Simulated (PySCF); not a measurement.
Job file and geometry (Å, from GFN2-xTB) of an NMR shielding run on SMILES CCO[B@H-](C)O, [C3H10BO2]-, GIAO PBE0/pcSseg-1 NMR shielding, non-relativistic, gas phase (PySCF); density fitting, a coarse starting grid and PySCF grid level 2 are the driver's defaults:

```
$ OMP_NUM_THREADS=1 python probes_run.py task.json out

{"job": {"kind": "nmr", "xc": "PBE0", "basis": "pcSseg-1"}, "charge": -1, "multiplicity": 1}
C     -2.521702    -0.306349    -0.499146
C     -1.295580     0.129493     0.312387
O     -0.156208     0.049042    -0.449048
B      1.137567     0.314449     0.327251
C      2.334017     0.338510    -0.808022
O      1.348347    -0.760531     1.340761
H     -2.620857     0.322931    -1.381497
H     -2.399888    -1.336817    -0.827138
H     -3.428495    -0.226493     0.101542
H     -1.460784     1.168466     0.676154
H     -1.220538    -0.506277     1.217424
H      1.052694     1.367305     0.941912
H      2.178828     1.145162    -1.524501
H      3.314855     0.487673    -0.352314
H      2.373454    -0.593601    -1.374781
H      1.356689    -1.584018     0.852452
```

Question: What does the program print?

Answer: 
```
coarse grid: 12720 points
cycle   1  E = -295.0795791791  dE =  4.125e-01  |g| = 1.016e+00  |ddm| = 3.217e+00
cycle   2  E = -294.7949316709  dE =  2.846e-01  |g| = 1.589e+00  |ddm| = 3.906e+00
cycle   3  E = -295.3004524430  dE = -5.055e-01  |g| = 1.538e-01  |ddm| = 2.857e+00
cycle   4  E = -295.3043444977  dE = -3.892e-03  |g| = 6.998e-02  |ddm| = 1.710e-01
cycle   5  E = -295.3052534489  dE = -9.090e-04  |g| = 1.935e-02  |ddm| = 6.958e-02
cycle   6  E = -295.3053167807  dE = -6.333e-05  |g| = 4.859e-03  |ddm| = 1.938e-02
cycle   7  E = -295.3053218289  dE = -5.048e-06  |g| = 6.811e-04  |ddm| = 5.625e-03
final grid: 120968 points
cycle   8  E = -295.3589121031  dE = -4.279e-05  |g| = 1.126e-02  |ddm| = 2.345e-02
cycle   9  E = -295.3588916956  dE =  2.041e-05  |g| = 1.547e-02  |ddm| = 1.824e-02
cycle  10  E = -295.3589367366  dE = -4.504e-05  |g| = 1.376e-03  |ddm| = 1.211e-02
cycle  11  E = -295.3589371447  dE = -4.081e-07  |g| = 1.931e-04  |ddm| = 1.922e-03
cycle  12  E = -295.3589371504  dE = -5.675e-09  |g| = 1.210e-04  |ddm| = 2.548e-04
cycle  13  E = -295.3589371530  dE = -2.593e-09  |g| = 2.288e-05  |ddm| = 1.149e-04
cycle  14  E = -295.3589371531  dE = -9.459e-11  |g| = 5.679e-06  |ddm| = 2.185e-05
converged SCF energy = -295.3589371531

GIAO shielding tensors (ppm)
atom      isotropic    diamagn.    paramagn.     s11        s22        s33       span
  0 C      163.156     247.395     -84.239    146.733    157.352    185.384     38.650
  1 C      122.310     240.894    -118.584     92.892    111.614    162.423     69.530
  2 O      246.365     400.286    -153.922    194.281    251.606    293.208     98.927
  3 B      100.291     181.983     -81.692     91.463     99.999    109.412     17.949
  4 C      175.871     250.931     -75.060    166.519    171.285    189.810     23.291
  5 O      281.546     388.686    -107.140    230.142    254.510    359.985    129.843
  6 H       30.611      30.253       0.358     27.485     28.862     35.486      8.001
  7 H       30.743      30.641       0.102     27.572     29.210     35.446      7.874
  8 H       31.110      29.166       1.944     27.572     28.502     37.256      9.684
  9 H       28.122      30.449      -2.327     23.711     27.538     33.118      9.407
 10 H       27.290      30.735      -3.445     21.952     28.557     31.360      9.407
 11 H       28.613      31.177      -2.564     27.421     27.934     30.484      3.064
 12 H       32.357      32.684      -0.328     28.815     30.523     37.732      8.917
 13 H       32.590      31.386       1.204     29.443     30.117     38.210      8.767
 14 H       32.884      33.275      -0.391     30.250     31.706     36.694      6.444
 15 H       34.005      34.010      -0.005     27.869     30.809     43.336     15.466
```

Size and cost of the density-fitted run: 152 basis functions, 20 s wall time on 1 thread of an Arm Neoverse V1, shared host; peak memory 0.7 GiB.
